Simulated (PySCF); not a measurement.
Ge(F)2(Br)(NH2) (BrF2GeH2N), SMILES [Ge]([F])([F])([NH2])[Br]. Heavy atoms are numbered as in [NH2:1][Ge:2]([F:3])([F:4])[Br:5]. Hydrogens are named by the atom that carries them.

The structure is a stationary point at B3LYP-D3(BJ)/def2-SVP. The structure was generated by enumeration, and PubChem lists no compound with its InChIKey, so it may never have been made. One conformer was computed; it need not be the lowest.

These are PBE/def2-TZVP run with PySCF values and carry that method's errors.

Atomic charges (e), one atom of each kind:

```json
[
 {"atom": "N1 (NH2)", "Löwdin": "-0.30", "IAO": "-0.78"},
 {"atom": "Ge2", "Löwdin": "0.01", "IAO": "1.39"},
 {"atom": "F3", "Löwdin": "-0.09", "IAO": "-0.48"},
 {"atom": "Br5", "Löwdin": "0.13", "IAO": "-0.21"},
 {"atom": "H on N1", "Löwdin": "0.17", "IAO": "0.29"}
]
```
